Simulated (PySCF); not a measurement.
Ionisation energy of Te by level of theory

Te [Kr] 4d10 5s2 5p4 [5p1/2^2 5p3/2^2, M_J = 2] → Te⁺ [Kr] 4d10 5s2 5p3 [5p1/2^2 5p3/2^1, M_J = 3/2], as a difference of total energies. Computed with PySCF 2.14 in x2c-QZVPPall-2c (13s13p9d4f1g, 134 functions), with the two-component X2C-1e Hamiltonian. Correlated levels: [Ar] 3d10 frozen; the 32 highest virtual spinors dropped. "Screened" scales the spin-orbit matrix elements by Boettger's factors to mimic the two-electron term; Breit and QED terms are absent.

Q: Order these methods by the ionisation energy they give, lowest first.
A. GHF (screened spin-orbit)
B. GHF (spin-free)
C. GMP2 (spin-free)
D. GMP2 (screened spin-orbit)

A: B (7.605 eV), A (7.855 eV), C (8.549 eV), D (8.779 eV).

The spin-free rows relax to the high-spin LS determinant and lack the spin-orbit shift.

The labels give the starting determinants; with spin-orbit coupling the two ends relaxed to ⟨J²⟩ = 6.03, ⟨L²⟩ = 2.29, ⟨S²⟩ = 1.90 and ⟨J²⟩ = 3.76, ⟨L²⟩ = 0.10, ⟨S²⟩ = 3.66.

For comparison: 9.010 eV (measured; NIST Atomic Spectra Database, ionization energies).
